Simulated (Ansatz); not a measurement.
C2H9AsSi can be A, `C[As](C)[SiH3]`, or B, `CC([SiH3])[AsH2]`.

Program: Ansatz. Geometries: PBE0-D4/def2-TZVP. ΔE: electronic, gas phase. CCSD(T)/CBS adds triple-zeta CCSD(T) − MP2 to the extrapolated MP2 energy (def2 sets, frozen cores). DFT in def2-TZVPP. B3LYP here is the variant with VWN-RPA as its local correlation; programs differ in this. For As outer-core shells are correlated without core-valence functions, which leaves a few kJ/mol of doubt a bond. Scalar relativity is left out up to krypton.

**Question.** Which isomer does CCSD(T)/CBS put lower? Give the gap. (Best estimate.)

**Answer.** The calculation gave: A, by 11.9 kcal/mol.

**Question.** Give E(B) − E(A) in kcal/mol with r2SCAN-D4, LDA (SPW92), CCSD(T)/def2-SVP, B3LYP, B3LYP-D4, BLYP-D4, PBE-D4. (Best estimate.)

**Answer.** The calculation gave: r2SCAN-D4 13.1, LDA (SPW92) 10.6, CCSD(T)/def2-SVP 7.4, B3LYP 13.2, B3LYP-D4 12.7, BLYP-D4 13.0, PBE-D4 13.6. None reverses the order clearly.

**Question.** Does the order hold for the free energy at 298.15 K (harmonic terms from PBE0-D4)? (An estimate is asked.)

**Answer.** Ansatz gave: Yes: G(B) − G(A) = +10.4 kcal/mol.

Largest T1 diagnostic: 0.011.

Leaving LDA and LC-ωPBE aside and taking each functional with its dispersion term where it has one, the values, not all of them listed here, spread over 2.1 kcal/mol, from CAM-B3LYP-D4 to PBE-D4. LDA lies −3.3 kcal/mol from PBE without D4. At CCSD(T), def2-SVP lies −4.5 kcal/mol from the extrapolated value and def2-TZVPP +0.1 kcal/mol.
